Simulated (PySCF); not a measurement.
Computed shifts of a molecule C3H8OSe, PBE0/pcSseg-1 (PySCF), GIAO, gas phase, equivalent atoms averaged, in ppm (number of nuclei): ¹³C: 71.5 (1), 43.7 (1), 18.9 (1). ¹H: 4.07 (1), 3.89 (3), 2.39 (1), 1.92 (3). References: ⁷⁷Se against Me2Se (σ = 1740.1 ppm); ¹³C against TMS (σ = 186.3 ppm); ¹H against TMS (σ = 31.56 ppm); ¹⁷O against H2O (σ = 334.2 ppm), references at their B3LYP-D3(BJ)/def2-TZVP geometries, non-relativistic. Geometry optimised at TPSSh-D3(BJ)/def2-SVP. One conformer was computed; it need not be the lowest.

Question: Which molecule gave these data?
A) C[Se]CCO
B) C[C@H](O)C[SeH]
C) CC[Se]OC
D) OCCC[SeH]

Answer: C, CC[Se]OC
